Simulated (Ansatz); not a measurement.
`CN(C)[Si]Br` + H–F → `CN(C)[Si]F` + HBr at 400 K and 1 bar (ligand exchange at the Si–Br bond).

Program: Ansatz. Geometries: PBE0-D4/def2-TZVP. ΔE: electronic, gas phase. CBS: MP2 limit from def2 TZ/QZ plus the TZ coupled-cluster correction, frozen cores. This one scheme is used for every species. For Br outer-core shells are correlated without core-valence functions, which leaves a few kJ/mol of doubt a bond. Scalar relativity is left out up to krypton. One conformer a species, not always the lowest.

```csv
species,CCSD(T)/CBS energy (Eh),H − E (kJ/mol),S (J/(mol·K))
`CN(C)[Si]Br`,-2996.85389,253.5,386.5
H–F,-100.39570,36.5,182.2
`CN(C)[Si]F`,-523.34250,255.3,361.2
HBr,-2573.91920,27.6,207.2
```

H − E and S are ideal-gas, rigid-rotor, harmonic terms from PBE0-D4/def2-TZVP, for one conformer and one mirror image of each species. 1 Eh = 2625.50 kJ/mol, R = 8.31446 J/(mol·K).

Problem. By hand: ΔE, ΔH, ΔS and ΔG.

Solution. ΔE = (-523.34250) + (-2573.91920) − (-2996.85389) − (-100.39570) = -0.01211 Eh = -31.8 kJ/mol. Δ(H − E) = 255.3 + 27.6 − 253.5 − 36.5 = -7.1, so ΔH = -38.9 kJ/mol. ΔS = 361.2 + 207.2 − 386.5 − 182.2 = -0.3 J/(mol·K). ΔG = -38.9 − 400 × (-0.3)/1000 = -38.8 kJ/mol.

Problem. By hand: the equilibrium constant, and the temperature at which ΔG would vanish if ΔH and ΔS stayed fixed.

Solution. log₁₀ K = −ΔG/(RT ln 10) = 5.1. ΔG = 0 at ΔH/ΔS = 129667 K, far beyond where these terms or the molecules hold.

The number of gas molecules stays the same, so ΔS is small and ΔH decides. A doubt of 5 kJ/mol in ΔE shifts log₁₀ K by 0.7 here. Other conformers and mirror images would add mixing entropy, several J/(mol·K) or more a flexible species. These are equilibria of isolated gas molecules and say nothing of rates. Largest T1 diagnostic: 0.013 (customary marks: 0.02 for closed shells, 0.045 for open ones).
